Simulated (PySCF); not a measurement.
F2GaH3OSi.

```xyz
8

Ga    -0.0142     0.7301     0.0000
F     -1.1283     2.0625     0.0000
F      1.6884     1.0975     0.0000
O     -0.6026    -0.9219     0.0000
Si    -0.0160    -2.4876     0.0000
H      0.8146    -2.7319    -1.2143
H     -1.1845    -3.4072     0.0000
H      0.8146    -2.7319     1.2143
```

Geometry optimised at B3LYP-D3(BJ)/def2-SVP. The structure was generated by enumeration; whether it is a known compound was not checked. The values are those of a single conformer.

Calculation: HF/pcSseg-1 (PySCF). Non-relativistic, no solvent.

### Question
Give the absolute GIAO shielding of each atom: isotropic value and principal components (ppm). (An estimate is asked for; the answer gives what the named calculation found.)

### Answer

```tsv
atom	σ(iso)	σ11	σ22	σ33	span
Ga1	1813.7	1548.1	1877.4	2015.8	467.7
F2	427.6	380.3	436.2	466.2	85.9
F3	421.3	370.9	430.3	462.7	91.8
O4	348.1	312.1	361.5	370.9	58.8
Si5	428.4	391.7	400.5	493.0	101.4
H6	27.1	23.6	25.5	32.1	8.5
H7	27.1	23.8	25.1	32.5	8.7
H8	27.1	23.6	25.5	32.1	8.5
```
